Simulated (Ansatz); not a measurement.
Conformers and stereoisomers of `C[SiH](O)O[SiH](O)F`, each relaxed with PBE0-D4/def2-TZVP in Ansatz. CBS adds the triple-zeta coupled-cluster correction to the MP2 limit.

Not all of them had a frequency check.

Conformer A:

```xyz
14

C    -0.376   -0.537   -2.328
Si   -0.693    0.315   -0.723
O    -2.002   -0.394   -0.037
O     0.624    0.159    0.258
Si    1.004   -0.151    1.797
O     2.232    0.773    2.311
F    -0.313    0.146    2.658
H     0.512   -0.126   -2.814
H    -0.218   -1.606   -2.169
H    -1.226   -0.413   -3.004
H    -0.912    1.776   -0.887
H    -2.268   -0.094    0.834
H     1.386   -1.548    2.027
H     2.251    1.702    2.078
```

Conformer B:

Z-matrix (Å, degrees):
```
C
Si 1 1.844
H 1 1.092 2 111.0
H 1 1.092 2 110.7 3 -120.5
H 1 1.093 2 110.3 3 119.9
O 2 1.659 1 108.0 3 -64.9
O 2 1.640 1 110.0 3 177.2
H 2 1.484 1 113.4 3 56.2
H 6 0.958 2 117.1 1 144.7
Si 7 1.626 2 135.0 1 103.2
O 10 1.624 7 111.1 2 -18.2
F 10 1.591 7 107.1 2 102.4
H 10 1.467 7 111.4 2 -140.3
H 11 0.964 10 115.7 7 31.8
```

Which is lowest in electronic energy at CCSD(T)/CBS (frozen core, def2 sets), and by how much? (An estimate is asked.)

Computed: B; A lies 2.2 kJ/mol higher.

Give the energies relative to B (kJ/mol) with r2SCAN-D4/def2-TZVPP, r2SCAN/def2-TZVPP, HF/def2-TZVPP, MP2/def2-TZVPP, SCS-MP2/def2-TZVPP, CCSD(T)/def2-TZVPP, SCS-MP2/def2-QZVPP. (Best estimate.)

Ansatz gave: 
| level | A |
| --- | --- |
| r2SCAN-D4/def2-TZVPP | 2.4 |
| r2SCAN/def2-TZVPP | 2.0 |
| HF/def2-TZVPP | -3.2 |
| MP2/def2-TZVPP | 2.5 |
| SCS-MP2/def2-TZVPP | 1.3 |
| CCSD(T)/def2-TZVPP | 2.4 |
| SCS-MP2/def2-QZVPP | 1.1 |
